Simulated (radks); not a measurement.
The numbers below are computed, except where a source is named.
How relativity changes the ionisation of the zirconium ion Zr+ ([Kr] 4d2 5s1) to Zr2+ ([Kr] 4d2). Spin-unpolarised spherical Kohn-Sham, PBEsol, point nucleus unless stated (finite: rms radius 4.2694 fm), a radial shooting solver on a logarithmic mesh with Libxc functionals. A level marked "c x" has the speed of light scaled by that factor and shares open shells by 2j + 1; other Dirac levels either fill j = l - 1/2 first or share by 2j + 1.

level,E(Zr+) (hartree),E(Zr2+) (hartree),IE (eV),HOMO,<r> HOMO (bohr)
non-rel.,-3538.24033,-3537.77834,12.572,5s,3.483
scalar-rel.,-3596.21947,-3595.74504,12.910,5s,3.410
"scalar-rel., finite nucleus",-3596.17776,-3595.70334,12.910,5s,3.410
"Dirac, 2j+1 shares",-3596.64391,-3596.16949,12.910,4d5/2,2.145
"Dirac, low j first",-3596.65014,-3596.17639,12.891,5s1/2,3.413
"Dirac, 2j+1 shares, finite nucleus",-3596.60213,-3596.12771,12.910,4d5/2,2.145
"Dirac, c x 0.85",-3620.45476,-3619.97516,13.050,4d5/2,2.163
"Dirac, c x 1.25",-3575.04581,-3574.57603,12.783,5s1/2,3.437
"Dirac, c x 10",-3538.80058,-3538.33847,12.575,5s1/2,3.482

NIST Atomic Spectra Database: 13.130 eV (measured). The relativistic part of the total energy of Zr+ is -58.36 hartree (Dirac, 2j+1 shares, finite nucleus), 1.6 % of the non-relativistic value. Spin polarisation and multiplet splitting of open shells are left out at every level.

Beside tabulated values, note that relativity, absent from the non-relativistic runs, is large for the heavy elements, and spin-unpolarised runs miss the spin-polarisation part of the exchange energy of open shells.
